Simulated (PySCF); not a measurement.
Optical rotation: `BrC1=C[C@@H]2[C@@H]3C=C[C@H]1[C@H]23`, C$_{8}$H$_{7}$Br

Geometry:
```csv
atom,x (Å),y (Å),z (Å)
Br1,-1.371,2.056,2.197
C2,-0.996,0.795,0.847
C3,-1.283,-0.509,0.881
C4,-0.791,-1.150,-0.337
C5,0.717,-1.053,-0.705
C6,1.621,-0.316,0.178
C7,1.210,0.942,0.336
C8,-0.127,1.152,-0.338
C9,-0.277,-0.068,-1.247
H10,-1.808,-1.029,1.661
H11,-1.302,-2.025,-0.710
H12,1.097,-1.875,-1.293
H13,2.496,-0.761,0.618
H14,1.654,1.695,0.962
H15,-0.302,2.131,-0.777
H16,-0.544,0.026,-2.286
```

The calculation used TDDFT LC-wPBE/def2-SVPD circular dichroism and optical rotation, one conformer, gas phase in PySCF. Geometry: GFN2-xTB.

The calculation is non-relativistic, which matters for the atoms heavier than Zn.

Stereocentres: C4 R, C5 S, C8 S, C9 S.

Q: What is the specific rotation at 633, 589.3, 546, 436, 405, 365, 355 nm?

A: [α] in deg dm⁻¹ (g/mL)⁻¹:
```csv
λ (nm),origin-invariant length gauge,modified velocity gauge,length gauge (centre of mass),isotropic polarisability (au)
633,+1.3,+10.8,+1.1,100.2
589.3,-1.1,+10.1,-1.4,100.6
546,-5.3,+7.9,-5.7,101.2
436,-41.1,-18.0,-41.7,103.3
405,-69.5,-41.3,-70.2,104.3
365,-143.2,-105.1,-144.0,106.1
355,-173.9,-132.4,-174.7,106.7
```

Where the gauges differ in sign the basis doesn't settle the rotation.

The first excitation lies at 5.82 eV (213 nm) with R = -57.4 × 10⁻⁴⁰ esu² cm² (velocity form).
